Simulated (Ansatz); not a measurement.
Molecule: CH₇AlN₂ (charge 0, singlet). 
Geometry from a B3LYP-D3(BJ)/def2-TZVP (Ansatz, an electronic-structure program) optimisation:
SMILES: [CH3][Al]([NH2])[NH2]
```xyz
11

C     -1.5187    -1.1664    -0.1504
Al     0.0249     0.0196    -0.0019
N     -0.1905     1.7686     0.2264
N      1.6786    -0.6260    -0.0767
H     -1.3008    -2.0426    -0.7661
H     -2.3807    -0.6592    -0.5910
H     -1.8307    -1.5342     0.8314
H     -1.0877     2.2245     0.2750
H      0.5457     2.4486     0.3298
H      1.8979    -1.6005    -0.2091
H      2.5286    -0.0917     0.0083
```

Basis-set convergence of Hartree-Fock and CCSD(T) correlation energies (hartree) with Ansatz. Cores are frozen in the correlated levels unless marked. No spin-orbit coupling. No relativistic terms.

| basis | functions | E(HF) | E(corr, CCSD(T)) |
|---|---|---|---|
| cc-pV(D+d)Z | 100 | -392.85565 | -0.61726 |
| cc-pV(T+d)Z | 227 | -392.92303 | -0.75631 |
| cc-pV(Q+d)Z | 439 | -392.93808 | -0.79908 |

Extrapolating the two largest sets (X = 3 and 4) as X^-3: E(corr) = (64·(-0.79908) - 27·(-0.75631))/37 = -0.8303 Eh, an estimate of the basis-set limit. The largest set recovers 96.2 % of it, the smallest 74.3 %.
